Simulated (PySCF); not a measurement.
# Two-component Hartree-Fock for Tb³¹⁺ (terbium, charge +31)

Start: [Ar] 3d10 4s2 4p4; 4p1/2 filled at m_j = -1/2, +1/2; 4p3/2 filled at m_j = +1/2, +3/2. Calculated with PySCF 2.14 in an uncontracted even-tempered set (17 s from 2.9 bohr⁻², ratio 2.8; 13 p from 3.8 bohr⁻², ratio 2.8; 8 d from 6.8 bohr⁻², ratio 2.8; 4 f from 19 bohr⁻², ratio 3): generalised Hartree-Fock with the X2C-1e Hamiltonian and a Gaussian nucleus; one run each with spin-orbit coupling (SO) switched off, then screened by Boettger's factors.

```csv
spinor shell,electrons,"ε, spin-free (eV)","ε, screened SO (eV)",weight of nominal j (screened SO),"rms radius, screened SO (bohr)"
1s1/2,2,-53437.7,-53425.8,1.000,0.0245
2s1/2,2,-9956.3,-9951.7,1.000,0.0989
2p1/2,2,-8974.6,-9501.9,1.000,0.0846
2p3/2,4,-8974.6,-8747.9,1.000,0.0911
3s1/2,2,-3122.5,-3120.3,1.000,0.252
3p1/2,2,-2811.6,-2925.9,1.000,0.243
3d3/2,4,-2413.8,-2433.7,1.000,0.228
3d5/2,6,-2413.8,-2397.7,1.000,0.231
4s1/2,2,-1379.2,-1378.3,1.000,0.535
4p1/2,2,-1267.3,-1298.5,0.996,0.537
4p3/2,2,-1267.3,-1252.5,0.998,0.559
```

(1) Where does 3p3/2 lie, and what is the 3p spin-orbit splitting (screened SO)?

| quantity | spin-free | screened SO |
| --- | --- | --- |
| E (hartree) | -11190.05926 | -11199.21500 |
| M_J | 2 | 2 |
| ⟨J²⟩ | 6.001 | 6.005 |
| ⟨L²⟩ | 2.001 | 3.180 |
| ⟨S²⟩ | 2.000 | 1.465 |

Each row is a mean over spinors that exchange with the open shell spreads, by up to 14.989 eV (4s1/2).

Breit and QED terms are absent; they matter most for the inner s and p1/2 levels.

Densities and radii are taken from the X2C orbitals without a picture-change correction, which distorts them close to the nucleus.

Without spin-orbit coupling the j labels of p, d and f shells carry no meaning; the spin-free column gives the mean over the occupied spinors of each nl shell.

## Answers

(1) At -2760.4 eV, 165.46 eV above 3p1/2.
